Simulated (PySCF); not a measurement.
## Tl: electron affinity

Tl⁻ [Xe] 4f14 5d10 6s2 6p2 (3P) → Tl [Xe] 4f14 5d10 6s2 6p1 (2P), as a difference of total energies. Calculation: PySCF 2.14, in aug-cc-pVQZ-PP with ECP60MDF (7s7p5d3f2g, 92 functions); a scalar-relativistic core potential. Correlated levels: valence: 5s2 5p6 5d10 frozen. The calculations carry no spin-orbit coupling.

```tsv
method	electron affinity (eV)	difference from reference (eV)
UHF	-0.008	-0.328
MP2 (valence)	0.255	-0.065
SCS-MP2 (valence)	0.165	-0.155
CCSD (valence)	0.287	-0.033
CCSD(T) (valence)	0.317	-0.003
```

Reference: 0.320 eV (measured; photodetachment measurements, as compiled on the Wikipedia data page of electron affinities).

Spin-orbit coupling is strong in these open shells (close to jj coupling). The scalar numbers leave it out and a first-order estimate fails, so it can dominate the gap to the real levels.

Errors of the correlated levels include the incompleteness of this basis and the frozen core.

A negative affinity means that the anion lies above the atom at that level of theory.
